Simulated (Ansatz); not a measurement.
Born–Oppenheimer molecular dynamics of C3H7FSi (12 atoms, charge 0, multiplicity 1). It starts from a relaxed structure.

Method: RKS PBE0/STO-3G in Ansatz.

```
ensemble                      : NVE (velocity Verlet)
time step                     : 1 fs
steps asked                   : 250
starting velocities drawn for : 300 K
seed                          : 222170
```

First frame:

```xyz
12
Properties=species:S:1:pos:R:3
F -2.624 -0.396 0.146
C -1.891 0.700 0.497
C -0.623 0.899 0.103
C 0.162 -0.063 -0.767
Si 1.608 -0.860 0.139
H -2.430 1.422 1.138
H -0.123 1.812 0.439
H -0.517 -0.842 -1.135
H 0.549 0.472 -1.647
H 1.132 -1.623 1.266
H 2.512 0.161 0.612
H 2.322 -1.738 -0.757
```

Question: How far do the bonds stretch over the last three quarters of this one trajectory? (Pairs bonded in most of those frames.)

Answer: 
```csv
bond,mean (Å),spread (Å),shortest,longest
F1–C2,1.364,0.014,1.34,1.39
C2–C3,1.345,0.025,1.30,1.39
C2–H6,1.107,0.011,1.09,1.13
C3–C4,1.521,0.019,1.48,1.56
C3–H7,1.096,0.014,1.07,1.12
C4–Si5,1.889,0.030,1.84,1.95
C4–H8,1.100,0.024,1.05,1.15
C4–H9,1.104,0.029,1.05,1.16
Si5–H10,1.444,0.014,1.42,1.47
Si5–H11,1.444,0.015,1.42,1.47
Si5–H12,1.445,0.007,1.43,1.46
```

Mean temperature of the second half: 147 K. The conserved energy stayed within 0.83 meV per atom of its start (net change 0.26 meV per atom), so the integration is sound. Over the second half the temperature averaged 0.49 of the 300 K drawn at the start: a run that starts near a minimum puts about half its kinetic energy into the potential. A run of 0.25 ps of so small a system gives no equilibrium averages. Limits of this set-up: minimal basis.

The run took 8.6 min on 1 thread of Intel(R) Xeon(R) Platinum 8259CL CPU @ 2.50GHz (Skylake/Cascade Lake), with other jobs on the host, peak memory 0.11 GiB.
